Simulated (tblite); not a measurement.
C₆H₁₂OS.
SMILES with atom numbers: `[CH2:1]=[CH:2][CH2:3][CH2:4][S@@:5](=[O:6])[CH2:7][CH3:8]` (hydrogens: H9, H10 on C1; H11 on C2; H12, H13 on C3; H14, H15 on C4; H16, H17 on C7; H18, H19, H20 on C8)

Structure used (GFN2-xTB), in Å, numbered top down from 1:
```xyz
20
C6H12OS angstrom
C      2.2577    1.4959    0.0436
C      2.2243    0.1785   -0.0189
C      1.4638   -0.6951    0.9299
C      0.5064   -1.6065    0.1770
S     -0.4872   -0.6607   -1.0806
O     -1.3680   -1.6603   -1.6891
C     -1.5481    0.2538    0.1417
C     -2.6603    0.9471   -0.6186
H      2.8192    2.0868   -0.6589
H      1.7325    2.0421    0.8108
H      2.7638   -0.3467   -0.7956
H      0.9204   -0.0796    1.6487
H      2.1695   -1.3147    1.4932
H      1.0486   -2.3461   -0.4124
H     -0.1846   -2.1266    0.8380
H     -0.9032    0.9676    0.6476
H     -1.9485   -0.4690    0.8503
H     -2.2506    1.6934   -1.2959
H     -3.2090    0.2136   -1.2056
H     -3.3517    1.4371    0.0646
```

Computed with GFN2-xTB (tblite): harmonic, unscaled wavenumbers at the GFN2-xTB geometry, gas phase. This tight-binding method is rough: wavenumbers can miss measured ones by several per cent, in bad cases by 10 to 20. One conformer, not necessarily the lowest.

Harmonic wavenumbers (cm⁻¹): 29.4, 40.0, 68.0, 102.5, 156.5, 193.7, 210.5, 277.7, 327.3, 351.1, 382.5, 441.8, 622.5, 635.3, 668.1, 781.2, 828.5, 895.5, 919.1, 943.2, 979.2, 1005.3, 1020.6, 1026.7, 1077.3, 1090.7, 1130.6, 1152.1, 1182.3, 1220.6, 1228.7, 1243.5, 1276.6, 1318.2, 1405.1, 1417.8, 1435.8, 1447.9, 1480.2, 1488.2, 1495.4, 1720.8, 2937.8, 2989.0, 2999.8, 3003.6, 3005.2, 3021.9, 3023.8, 3038.2, 3042.6, 3064.0, 3095.3, 3130.4.

A = 2449, B = 1133, C = 938.2 MHz; mass 132.061 u (most abundant isotopes); point group C1, symmetry number 1.

Zero-point energy?

½Σν̃ = 36535 cm⁻¹ = 104.46 kcal/mol.

What is S at 200 K and 1 bar for an ideal gas of classical rigid rotors and harmonic oscillators?

Translation 38.59, rotation 28.01, vibration 23.93: S = 90.5 cal/(mol K).

And Cp and H(200 K) − H(0)?

Cp = 29.49 cal/(mol K), of which vibrations give 21.55 (their classical limit is 54 R = 107.3); H(200 K) − H(0) = 3.97 kcal/mol without the zero-point energy, 2.38 from vibrations.

What must be added to the electronic energy to get the Gibbs energy at 200 K and 1 bar?

ZPE + [H(200 K) − H(0)] − T·S = 104.46 + 3.97 − 18.11 = 90.32 kcal/mol.

Blend soft modes into free rotors: weight 1/[1 + (100 cm⁻¹/ν̃)⁴] for the oscillator and the rest for a rotor with moment μB/(μ + B), μ = h/(8π²ν), B = 10⁻⁴⁴ kg m². What vibrational entropy results?

20.97 cal/(mol K) in place of 23.93, which changes −T·S at 200 K by +0.59 kcal/mol.

Hindered rotation and anharmonicity are outside this model. Other conformers, if any are populated, would add a mixing term that is left out. The structure is chiral; the term R ln 2 for an equal mix with its mirror image is left out.

Time: 0.62 s wall. Hardware: one thread of an Arm Neoverse V2, no GPU, shared host with 96 logical CPUs at a one-minute load of 43. This covers the Hessian and the dipole derivatives.
